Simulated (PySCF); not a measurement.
Level of theory: PBE-D3(BJ)/def2-TZVP in PySCF. Gas-phase values, no solvent. Excitations are Tamm–Dancoff values on a coarser integration grid. The basis has no diffuse functions, so Rydberg states are missing or too high.

Reference species (SMILES): `[Cl][In]([Cl])[Cl]` (neutral, multiplicity 1).

```
Property               Value
-------------------  -------
T1 excitation (TDA)  3.92 eV
S1–T1 gap (TDA)      0.30 eV
```

Changed species: `[In]([CH3])([Cl])[Cl]` (1 of 3 Cl replaced by CH3; the reference has 0 of 3 Cl replaced by CH3).

Q: Predict the effect on the T1 excitation (TDA) and S1–T1 gap (TDA).

A: the T1 excitation (TDA) rises by 0.40 eV, to 4.32 eV; the S1–T1 gap (TDA) rises by 0.20 eV, to 0.50 eV.
